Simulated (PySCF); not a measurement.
**Energy of Cu⁺ (copper, charge +1) between two integer charges**

The 3d beta orbital of [Ar] 3d10 is emptied in steps (occupation f), with all orbitals relaxed, ending at [Ar] 3d9. All numbers are calculated (PySCF 2.14, the spin-free X2C one-electron Hamiltonian (Gaussian nucleus), in aug-cc-pVTZ-DK). The exact energy is a straight line in f; departures are measured from the line between the end points of the same method.

```csv
f,r2SCAN0 (eV)
1,0.000
0.75,-0.760
0.5,-1.030
0.25,-0.782
0,0.000
```

Task: For r2SCAN0, how does the orbital energy at f = 1 compare with the removal energy?

Result: −ε = 15.882 eV against a total-energy difference of 19.855 eV. By Janak's theorem ε = ∂E/∂f, so the gap between them reflects the curvature. Along the path −ε is 17.774 (f = 0.75), 19.796 (f = 0.5), 21.906 (f = 0.25) eV.

Reference removal energy between the ground levels: 20.292 eV (measured; NIST Atomic Spectra Database, ionization energies). The calculation has no spin-orbit coupling.
